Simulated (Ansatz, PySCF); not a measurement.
Species: C4H7O (charge 0, doublet). It need not be the lowest isomer of its formula. SMILES: C[C](C)C=O
Coordinates optimised at B3LYP-D3(BJ)/def2-TZVP (Ansatz, a first-principles code):
```xyz
12

C     -0.9850    -1.1131    -0.3945
C      0.2101    -0.3069    -0.0407
C      1.5451    -0.9569    -0.0011
C      0.0768     1.0837     0.2594
O     -0.9903     1.6993     0.2498
H     -1.1083    -1.9482     0.3039
H     -1.8839    -0.5006    -0.3811
H     -0.8691    -1.5601    -1.3881
H      1.7950    -1.3967    -0.9733
H      2.3336    -0.2546     0.2714
H      1.5560    -1.7845     0.7173
H      1.0168     1.6093     0.5128
```
Charge 0, spin multiplicity 2.

Wanted: atomisation energy (electronic, to ground-state atoms), in kcal/mol. Correlated levels leave the core frozen unless marked. UHF or UKS for open shells. No spin-orbit coupling. Non-relativistic. The coupled-cluster limit lacks core correlation, which all-electron functionals hold. CBS(X,Y): correlation extrapolated as X^-3; Hartree-Fock from the larger set. The bracket is a focal-point correction in the basis named.

| level | program | atomisation energy (kcal/mol) |
|---|---|---|
| BLYP/def2-TZVPD | Ansatz | 1168.9 |
| BHLYP/def2-TZVPD | Ansatz | 1137.1 |
| TPSSh-D4/def2-TZVPD | PySCF + dftd4 | 1182.8 |
| r2SCAN0/def2-TZVPD | Ansatz | 1164.8 |
| LC-wPBE-D4/def2-TZVPD | Ansatz + dftd4 | 1183.3 |
| B2PLYP-D4/def2-TZVPD | Ansatz + dftd4 | 1166.1 |
| MP2/STO-3G | Ansatz | 1140.2 |
| RI-MP2/cc-pVQZ | Ansatz | 1172.8 |
| CCSD/6-31G | Ansatz | 1005.7 |
| RI-MP2/CBS(cc-pVTZ,cc-pVQZ)+[CCSD(T)-MP2]/cc-pVTZ | Ansatz | 1172.6 |

The UHF reference is spin-contaminated (<S^2> 0.15 over the pure value in the largest basis).
